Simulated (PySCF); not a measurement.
# Electron correlation in Ni (nickel, neutral)

[Ar] 3d8 4s2, high-spin 3F determinant. All numbers are calculated (PySCF 2.14, scalar relativity by spin-free X2C-1e, in x2c-SVPall). Frozen: [Ar]; 10 electrons correlated.

MP2 pair energies summed by pair of shells (mhartree):

```json
{"pair": "3d-3d", "energy": "-158.59", "share (%)": "81.5"}
{"pair": "4s-4s", "energy": "-20.25", "share (%)": "10.4"}
{"pair": "3d-4s", "energy": "-15.85", "share (%)": "8.1"}
```

Total MP2 correlation energy: -194.70 mhartree.

Same-spin part -68.47 and opposite-spin part -126.22 mhartree; SCS-MP2 scales them by 1/3 and 6/5 to -174.29 mhartree.
